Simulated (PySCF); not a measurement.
C$_{3}$H$_{5}$, doublet, at a GFN2-xTB geometry, atoms displaced at random by about 0.05 Å a coordinate. Base run: PySCF with PBE/6-31G.

The PySCF input:
```python
from pyscf import gto, scf, dft
from pyscf.geomopt import geometric_solver

mol = gto.Mole()
mol.atom = '''
    C     1.31908493    0.23424466    0.02086067
    C    -0.01249587    0.36915922    0.04054732
    H     1.82684477   -0.64151068    0.00846242
    H     1.94077217    1.05279560   -0.07618843
    C    -1.19458254   -0.38568517    0.01832974
    H    -1.04665882   -1.39481388    0.00159880
    H    -1.72291151   -0.14145549    0.91030945
    H    -1.70252360   -0.23243894   -0.88296115
'''
mol.basis = '6-31g'
mol.spin = 1
mol.verbose = 3
mol.build()

def method(m):
    mf = dft.UKS(m)
    mf.xc = 'pbe'
    return mf

conv, mol_eq = geometric_solver.kernel(method(mol), maxsteps=100)
print('optimisation converged:', conv)
print(mol_eq.tostring(format='xyz'))
mf = method(mol_eq)
mf.kernel()
```

Variants of this job, named by their change:

```
change                          ΔE vs base (kJ/mol)  optimiser steps  core-seconds (rough)
------------------------------  -------------------  ---------------  --------------------
base                                           0.00               11                    80
trust = 0.02                                   0.00               12                    60
coordsys = dlc                                 0.00               11                    60
convergence_set = NWCHEM_LOOSE                 0.00               10                    60
convergence_set = GAU_TIGHT                    0.00               14                    70
convergence_set = TURBOMOLE                    0.00               12                    70
coordsys = cart                                0.00               19                   100
```

Open shells are given as the SCF converged; they aren't shown to be the lowest states, and a large step between rows can be another state.
